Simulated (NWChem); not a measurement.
Species: CH$_{3}$BrSn, singlet; SMILES [CH3][Sn][Br]

```xyz
6

Sn     0.3145     0.9210    -0.0051
Br    -0.0605    -1.6051     0.0064
C     -1.8284     1.4002    -0.0017
H     -2.2934     0.9868     0.9085
H     -2.3161     0.9208    -0.8661
H     -2.0046     2.4863    -0.0378
```
Atoms are numbered in this order, from 1.

Level: PBE0/def2-SVP with def2 effective core potentials on Sn (NWChem), optimised geometry, unscaled harmonic frequencies. Low-valent species are run as closed-shell singlets; no triplet was tried in these runs. This build's default masses of Se (78.918 u) and Br (79.917 u) are each other's, which moves their modes by up to 0.6 %. def2 effective core potentials on Sn; no spin-orbit coupling.

Task: List the harmonic frequencies with IR intensities, and the thermochemistry.

Result: 
| frequency (cm⁻¹) | IR intensity (km/mol) |
|---|---|
| 62 | 0.1 |
| 133 | 1.1 |
| 240 | 33.0 |
| 484 | 46.1 |
| 567 | 0.1 |
| 688 | 11.9 |
| 1179 | 6.8 |
| 1410 | 5.4 |
| 1412 | 12.2 |
| 3045 | 2.9 |
| 3157 | 2.7 |
| 3171 | 6.4 |

| Quantity | Value |
|---|---|
| zero-point energy | 22.2 kcal/mol |
| thermal correction to the enthalpy at 298.15 K (with zero-point energy) | 26.2 kcal/mol |
| heat capacity Cv | 15.3 cal/(mol K) |
| entropy at 298.15 K and 1 atm (symmetry number 1) | 80.2 cal/(mol K) |

Rigid rotor and harmonic oscillator; modes under 100 cm⁻¹ make the entropy uncertain.
